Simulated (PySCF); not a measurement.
A structure optimised at PBE-D3(BJ)/def2-SVP, used in a PySCF frequency run:

```xyz
14

C      0.0000    -0.7292    -2.2176
C      0.0000    -1.1782    -0.9144
C      0.0000     0.0000    -0.0490
C      0.0000     0.0000     1.3147
C      0.0000     0.6696     2.5857
C      0.0000    -0.6696     2.5857
C      0.0000     1.1782    -0.9144
C      0.0000     0.7292    -2.2176
H      0.0000    -1.3588    -3.1180
H      0.0000    -2.2182    -0.5642
H      0.0000     1.6017     3.1628
H      0.0000    -1.6017     3.1628
H      0.0000     2.2182    -0.5642
H      0.0000     1.3588    -3.1180
```
Charge 0, spin multiplicity 1.

Write its SMILES, formula and point group.

C1=CC(=C2C=C2)C=C1, C8H6, C2v

What are its rotational constants (standard atomic weights)?

6.6758, 1.4038, 1.1599 GHz
